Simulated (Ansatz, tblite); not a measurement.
Removing an electron: trans-NiH(PF3)2F (NiP₂HF₇). Total charge 0; singlet. Geometry: PBE-D4/def2-SVP. Ansatz, gas phase; energy differences of separate SCF runs; the oxidised species was run as a doublet alone.

```xyz
11

Ni    0.0137   -0.0624    0.0596
H    -0.2136    1.0349   -0.8784
P    -2.0234   -0.4426   -0.1118
F    -2.4549   -1.8831   -0.6500
F    -2.9600    0.4553   -1.0438
F    -2.8942   -0.3934    1.2261
F     0.2881   -1.4186    1.2193
P     2.0060    0.5301    0.0366
F     2.6573    0.9691    1.4275
F     2.4934    1.7605   -0.8580
F     3.0876   -0.5498   -0.4272
```

The xTB rows come from tblite.

```csv
level,−HOMO (eV),vertical IE (eV),−LUMO (eV),HOMO–LUMO gap (eV)
GFN1-xTB,12.41,15.91,10.10,2.31
GFN2-xTB,11.23,14.60,8.22,3.01
PBE-D4/def2-TZVP,6.34,9.83,3.55,2.79
r2SCAN-D4/def2-TZVP,6.65,9.81,3.39,3.26
PBE0-D4/def2-TZVP,8.48,9.90,2.48,6.00
```

  Raw xTB energy differences between charge states are shifted by several eV; the methods need an empirical correction for them.
